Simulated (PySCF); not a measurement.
H₃AlCl₂Ge (SMILES [Cl][Al]([Cl])[GeH3]), singlet, geometry from GFN2-xTB (such geometries of metal compounds can be far from the true shape); DF-PBE/def2-SVPD in PySCF.

PySCF was given this input:
```python
from pyscf import gto, scf, dft

mol = gto.M(
    atom='''
Al    0.40566604   -0.36355580    0.34701784
Cl    2.32521884   -0.58956501   -0.26133461
Cl   -0.28291738   -1.22824366    2.04567786
Ge   -1.10649141    0.98660865   -0.96524327
H    -1.98803472    1.92212522   -0.18242281
H    -0.47751173    1.89729841   -1.98336100
H    -2.11951164    0.23807246   -1.79149899
''',
    basis='def2-svpd',
    verbose=4,
    max_memory=1800,
)

mf = dft.RKS(mol)
mf.xc = 'pbe'
mf = mf.density_fit(auxbasis='def2-universal-jkfit')
mf.kernel()
```

Task: Write the output that PySCF gives for this input, abridged.

Result: 
```
PySCF version 2.14.0

[INPUT] verbose = 4
[INPUT] num. atoms = 7
[INPUT] num. electrons = 82
[INPUT] charge = 0
[INPUT] spin (= nelec alpha-beta = 2S) = 0
[INPUT] symmetry False subgroup None
[INPUT] Mole.unit = angstrom
[INPUT] Symbol           X                Y                Z      unit          X                Y                Z       unit  Magmom
[INPUT]  1 Al     0.405666040000  -0.363555800000   0.347017840000 AA    0.766597713637  -0.687020892997   0.655768677938 Bohr   0.0
[INPUT]  2 Cl     2.325218840000  -0.589565010000  -0.261334610000 AA    4.394026787279  -1.114116401526  -0.493850839770 Bohr   0.0
[INPUT]  3 Cl    -0.282917380000  -1.228243660000   2.045677860000 AA   -0.534636364080  -2.321044131633   3.865770894486 Bohr   0.0
[INPUT]  4 Ge    -1.106491410000   0.986608650000  -0.965243270000 AA   -2.090965724084   1.864420140627  -1.824045423880 Bohr   0.0
[INPUT]  5 H     -1.988034720000   1.922125220000  -0.182422810000 AA   -3.756841146926   3.632290242919  -0.344729149774 Bohr   0.0
[INPUT]  6 H     -0.477511730000   1.897298410000  -1.983361000000 AA   -0.902366390967   3.585374371473  -3.748009096143 Bohr   0.0
[INPUT]  7 H     -2.119511640000   0.238072460000  -1.791498990000 AA   -4.005296517428   0.449891747201  -3.385442443535 Bohr   0.0

nuclear repulsion = 452.26710515732
number of shells = 58
number of NR pGTOs = 242
number of NR cGTOs = 140
basis = def2-svpd
ecp = {}

******** <class 'pyscf.df.df_jk.DFRKS'> ********
method = DFRKS
initial guess = minao
damping factor = 0
level_shift factor = 0
DIIS = <class 'pyscf.scf.diis.CDIIS'>
diis_start_cycle = 1
diis_space = 8
diis_damp = 0
SCF conv_tol = 1e-09
SCF conv_tol_grad = None
SCF max_cycles = 50
direct_scf = False
XC library pyscf.dft.libxc version 7.1.2
    S. Lehtola, C. Steigemann, M. J. T. Oliveira, and M. A. L. Marques,  SoftwareX 7, 1–5 (2018)
XC functionals = pbe
    J. P. Perdew, K. Burke, and M. Ernzerhof,  Phys. Rev. Lett. 77, 3865 (1996)
    J. P. Perdew, K. Burke, and M. Ernzerhof,  Phys. Rev. Lett. 78, 1396 (1997)
    J. P. Perdew, K. Burke, and M. Ernzerhof,  Phys. Rev. Lett. 77, 3865 (1996)
    J. P. Perdew, K. Burke, and M. Ernzerhof,  Phys. Rev. Lett. 78, 1396 (1997)
radial grids:
    Treutler-Ahlrichs [JCP 102, 346 (1995); DOI:10.1063/1.469408] (M4) radial grids

becke partition: Becke, JCP 88, 2547 (1988); DOI:10.1063/1.454033
pruning grids: <function nwchem_prune>
grids dens level: 3
symmetrized grids: False
atomic radii adjust function: <function treutler_atomic_radii_adjust>
small_rho_cutoff = 0
Set gradient conv threshold to 3.16228e-05
Initial guess from minao.
tot grids = 107008
init E= -3239.92518046975
  HOMO = -0.294076019936898  LUMO = -0.0986331407471455  gap/eV = 5.31827
cycle= 1 E= -3240.26778253894  delta_E= -0.343  |g|= 0.567  |ddm|=  3.4
  HOMO = -0.263418768031894  LUMO = -0.104353574187871  gap/eV = 4.32838
cycle= 2 E= -3240.21370031666  delta_E= 0.0541  |g|= 0.756  |ddm|= 1.48
  HOMO = -0.257574869997586  LUMO = -0.0846511753478087  gap/eV = 4.70549
cycle= 3 E= -3240.31525078698  delta_E= -0.102  |g|= 0.103  |ddm|= 0.997
  HOMO = -0.269586822389791  LUMO = -0.093734876023531  gap/eV = 4.78518
cycle= 4 E= -3240.31894999195  delta_E= -0.0037  |g|= 0.0191  |ddm|= 0.186
  HOMO = -0.270125035402536  LUMO = -0.0930754567531009  gap/eV = 4.81776
cycle= 5 E= -3240.31904248325  delta_E= -9.25e-05  |g|= 0.00711  |ddm|= 0.0417
  HOMO = -0.269615678257272  LUMO = -0.0931628385727845  gap/eV = 4.80153
cycle= 6 E= -3240.31905779327  delta_E= -1.53e-05  |g|= 0.000786  |ddm|= 0.0152
  HOMO = -0.269587780937496  LUMO = -0.0931370206838942  gap/eV = 4.80147
cycle= 7 E= -3240.3190579685  delta_E= -1.75e-07  |g|= 0.000203  |ddm|= 0.00136
  HOMO = -0.269576660675458  LUMO = -0.093120347111769  gap/eV = 4.80162
cycle= 8 E= -3240.31905798268  delta_E= -1.42e-08  |g|= 3.45e-05  |ddm|= 0.000496
  HOMO = -0.269580971148696  LUMO = -0.0931237766985791  gap/eV = 4.80164
cycle= 9 E= -3240.31905798304  delta_E= -3.52e-10  |g|= 8.73e-06  |ddm|= 6.35e-05
  HOMO = -0.269579647919015  LUMO = -0.0931227818287286  gap/eV = 4.80164
Extra cycle  E= -3240.31905798301  delta_E= 2.27e-11  |g|= 1e-05  |ddm|= 3.29e-05
converged SCF energy = -3240.31905798301
```
